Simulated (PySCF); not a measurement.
Vertical excitations of a molecule C11H8OS from TDA-B3LYP/def2-SVP in PySCF 2.14.0, as energy in eV (oscillator strength): 3.55 (0.000), 4.03 (0.838), 4.44 (0.018), 4.67 (0.029), 5.13 (0.102), 5.37 (0.065). Lowest triplet (TDA): 2.61 eV. Geometry: B3LYP-D3(BJ)/def2-SVP. One conformer was computed; it need not be the lowest.

Which structure fits?
A. O=Cc1ccc(-c2ccccc2)s1
B. Cc1ccsc1C#Cc1ccco1
C. O=Cc1ccc(-c2cccs2)cc1
D. C#Cc1ccc2sccc2c1OC

C, O=Cc1ccc(-c2cccs2)cc1
